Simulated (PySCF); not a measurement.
Two species compared at the same levels of theory.

First species: C2H6N2Si.
InChI=1S/C2H6N2Si/c3-5-2-1-4-5/h1,5H,2-3H2/t5-/m0/s1

Second species: C₃H₅FOSi.
SMILES: `O=C/C=C(\F)[SiH3]`

Levels: wB97X-D/def2-SVPD for dipole moment, HOMO energy, LUMO energy, HOMO–LUMO gap, static isotropic polarisability and electronic spatial extent ⟨r²⟩ about the centre of nuclear charge; TDDFT wB97X-D/def2-SVPD for lowest singlet excitation; TDA wB97X-D/def2-SVPD for lowest triplet excitation (Tamm–Dancoff); GFN2-xTB for rotational constant A and rotational constant C. Geometries: GFN2-xTB. Each species is one conformer at its optimised geometry, gas phase, non-relativistic unless stated; the electronic structure was computed with PySCF and density fitting.

The conformers computed, where there is a choice (atom-mapped SMILES and torsion angles):
- `[NH2:1][Si@@H:2]1[CH2:3][CH:4]=[N:5]1`: H–N1–Si2–C3 59°, H–N1–Si2–C3 -165°
- `[O:1]=[CH:2]/[CH:3]=[C:4](\[F:5])[SiH3:6]`: O1–C2–C3–C4 180°

Values for the first species:

| Quantity | Value |
| --- | --- |
| Dipole moment | 1.79 D |
| HOMO energy | -8.55 eV |
| LUMO energy | 1.47 eV |
| HOMO–LUMO gap | 10.02 eV |
| Lowest singlet excitation | 4.32 eV |
| Lowest triplet excitation (Tamm–Dancoff) | 3.77 eV |
| Static isotropic polarisability | 59.7 au |
| Electronic spatial extent ⟨r²⟩ about the centre of nuclear charge | 486 bohr² |
| Rotational constant A | 8.629 GHz |
| Rotational constant C | 2.931 GHz |

(1) Estimate the same properties for the second species, and the change in each.

Answers

(1) 
| property | first | second | second less first |
| --- | --- | --- | --- |
| dipole moment | 1.79 D | 3.77 D | +1.98 D |
| HOMO energy | -8.55 eV | -9.58 eV | -1.03 eV |
| LUMO energy | 1.47 eV | -0.46 eV | -1.93 eV |
| HOMO–LUMO gap | 10.02 eV | 9.12 eV | -0.90 eV |
| lowest singlet excitation | 4.32 eV | 3.64 eV | -0.68 eV |
| lowest triplet excitation (Tamm–Dancoff) | 3.77 eV | 3.14 eV | -0.63 eV |
| static isotropic polarisability | 59.7 au | 70.6 au | +10.9 au |
| electronic spatial extent ⟨r²⟩ about the centre of nuclear charge | 486 bohr² | 956 bohr² | +470 bohr² |
| rotational constant A | 8.629 GHz | 7.206 GHz | -1.423 GHz |
| rotational constant C | 2.931 GHz | 1.143 GHz | -1.788 GHz |

On the first: The polarisability is 8.85 Å³ as a volume (1 au = 0.148185 Å³), or 1.30 au for each of the 46 electrons. A dipole of 1.79 D is allowed in C1, and pure rotational transitions are dipole-allowed.

On the second: In wavenumbers S1 is 29300 cm⁻¹ (1 eV = 8065.54 cm⁻¹). The polarisability is 10.47 Å³ as a volume (1 au = 0.148185 Å³), or 1.31 au for each of the 54 electrons.
